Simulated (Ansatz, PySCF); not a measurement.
C2H3Cl2FSi, SMILES FC([SiH3])=C(Cl)Cl. Atoms are numbered in the order given.

```xyz
9

F      2.0028    -0.4070     0.0000
C      0.6625    -0.5277     0.0000
Si    -0.0315    -2.2950     0.0000
C     -0.0780     0.5959     0.0000
Cl     0.6124     2.1767     0.0000
Cl    -1.8120     0.5021     0.0000
H     -0.8608    -2.5177     1.2152
H     -0.8608    -2.5177    -1.2152
H      1.1429    -3.2069     0.0000
```

The structure is a stationary point at B3LYP-D3(BJ)/def2-SVP. The structure was generated by enumeration, and PubChem lists no compound with its InChIKey, so it may never have been made.

Two levels are set side by side: PBE-D3(BJ)/def2-SVP (Ansatz, an electronic-structure program) and B3LYP-D3(BJ)/def2-SVP (Ansatz). Each level has its own optimised geometry; the coordinates shown are those of the second. Frequencies come from the Hessian of PySCF at each geometry. Differences are taken from unrounded values.

```csv
quantity,B3LYP-D3(BJ)
mean bond length (Å),1.564
bond F1–C2 (Å),1.346
bond C2–Si3 (Å),1.899
bond C2–C4 (Å),1.346
bond C4–Cl5 (Å),1.725
bond C4–Cl6 (Å),1.737
bond Si3–H7 (Å),1.488
bond Si3–H8 (Å),1.488
bond Si3–H9 (Å),1.487
highest harmonic wavenumber (cm⁻¹),2256
mean harmonic wavenumber (cm⁻¹),859
zero-point energy (kcal/mol),25.79
```

Q: What does PBE-D3(BJ) give, and how far is it from B3LYP-D3(BJ)? (The exact figures need the calculation; the answer reports its results.)

A: 
```csv
quantity,PBE-D3(BJ),PBE-D3(BJ) minus B3LYP-D3(BJ)
mean bond length (Å),1.572,0.007
bond F1–C2 (Å),1.350,0.004
bond C2–Si3 (Å),1.902,0.003
bond C2–C4 (Å),1.358,0.013
bond C4–Cl5 (Å),1.724,-0.001
bond C4–Cl6 (Å),1.735,-0.001
bond Si3–H7 (Å),1.502,0.014
bond Si3–H8 (Å),1.502,0.014
bond Si3–H9 (Å),1.500,0.014
highest harmonic wavenumber (cm⁻¹),2196,-59
mean harmonic wavenumber (cm⁻¹),831,-28
zero-point energy (kcal/mol),24.96,-0.83
```

GGA bonds tend to be longer and softer than those of functionals with exact exchange. Differences between two approximate levels are no errors against the true value.
